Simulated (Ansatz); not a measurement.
Compare A (`[GeH3][CH]1O[SiH2]O1`) with its isomer B (`C1O[SiH2][GeH2][O]1`).

Computed with Ansatz on PBE0-D4/def2-TZVP structures; ΔE is electronic, products minus reactants. CBS: MP2 limit from def2 TZ/QZ plus the TZ coupled-cluster correction, frozen cores. DFT in def2-TZVPP. B3LYP here is the variant with VWN-RPA as its local correlation; programs differ in this. For Ge outer-core shells are correlated without core-valence functions, which leaves a few kJ/mol of doubt a bond. Scalar relativity is left out up to krypton.

A:

Z-matrix (Å, degrees):
```
C
O 1 1.439
Si 1 2.163 2 50.3
Ge 1 1.987 2 111.8 3 -119.3
O 1 1.439 2 100.6 3 -0.5
H 1 1.096 2 109.7 3 115.1
H 3 1.484 1 124.9 2 90.3
H 3 1.482 1 125.5 2 -89.7
H 4 1.536 1 109.4 2 175.8
H 4 1.536 1 109.4 2 -63.9
H 4 1.535 1 107.4 2 55.9
```

B:

```xyz
11

C     0.3770    0.8753    1.1751
O     1.3636    0.3773    0.2838
Si    0.9461   -0.7470   -0.8556
Ge   -1.3592   -0.2557   -0.5867
O    -0.8706    1.0391    0.5863
H     0.3170    0.1939    2.0369
H     0.7231    1.8570    1.5088
H     1.3512   -2.1238   -0.4653
H     1.5715   -0.4002   -2.1538
H    -2.1678    0.4633   -1.6729
H    -2.2519   -1.2791    0.1432
```

(1) Which isomer does CCSD(T)/CBS put lower? Give the gap. (An estimate is asked.)

(2) Give E(B) − E(A) in kcal/mol with B2PLYP, B3LYP-D4, B3LYP, CCSD/def2-TZVPP, ωB97M-V, MP2/def2-TZVPP, HF/def2-TZVPP. (Best estimate.)

Largest T1 diagnostic: 0.013.

## Answers

(1) Ansatz gave: B, by 8.2 kcal/mol.

(2) Ansatz gave: B2PLYP -8.8, B3LYP-D4 -9.9, B3LYP -9.5, CCSD/def2-TZVPP -7.6, ωB97M-V -7.9, MP2/def2-TZVPP -7.1, HF/def2-TZVPP -7.6. None reverses the order clearly.
